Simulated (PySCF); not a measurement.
# Computed properties of C3H5BO2, SMILES C=C1OCB1O

C₃H₅BO₂, SMILES C1(=C)OCB1O. Coordinates come from a PBE0-D3(BJ)/def2-SVP optimisation. The structure was generated by enumeration, and PubChem lists no compound with its InChIKey, so it may never have been made. Other conformers were not sampled. All values are computed for the isolated molecule unless a solvent is named; none is compared with measurement here.

**Structure.** The optimised structure has Cs symmetry. All 27 harmonic modes at PBE0-D3(BJ)/def2-SVP (PySCF) are real, so it is a minimum. With heavy atoms numbered as in [CH2:1]=[C:2]1[O:3][CH2:4][B:5]1[OH:6], the shortest bond between them is C1–C2 at 1.337 Å and the longest C4–B5 at 1.597 Å.

**Vibrations.** The strongest infrared lines (harmonic, unscaled, degenerate partners summed) lie at 1547 cm⁻¹ (338 km/mol, B 67 %, O 19 %, C 8 %), 1233 cm⁻¹ (204 km/mol, C 40 %, H 38 %, B 19 %), 1034 cm⁻¹ (128 km/mol, O 48 %, C 47 %). The softest mode is at 140 cm⁻¹ and the zero-point energy is 51.9 kcal/mol.

**Electronic structure.** B3LYP/def2-TZVP (PySCF) places the frontier levels at -6.33 and -1.28 eV, a gap of 5.05 eV, and gives a dipole moment of 2.91 D and a mean polarisability of 57.2 bohr³. PBE/def2-TZVP (PySCF) at the same geometry gives -5.36 and -2.00 eV, so its gap is 1.69 eV narrower. An orbital gap is neither the optical nor the fundamental gap.

**Excitations.** TDA-CAM-B3LYP/def2-SVPD (PySCF) has S1 at 5.27 eV (235 nm, f = 0.212, bright); the most intense of the 10 singlets computed lies at 5.27 eV (f = 0.21). T1 (TDA) is at 3.11 eV, 2.16 eV under S1. TDA-PBE/def2-SVPD (PySCF) puts S1 at 4.53 eV. No vertical singlet excitation falls in the visible range (under 3.1 eV).

**NMR.** GIAO shifts at B3LYP/pcSseg-1 (PySCF) (non-relativistic, atoms alike by connectivity averaged): ¹³C from 74.0 to 183.3 ppm against TMS; ¹H from 4.4 to 5.6 ppm against TMS; ¹¹B at 35.0 ppm against BF3.
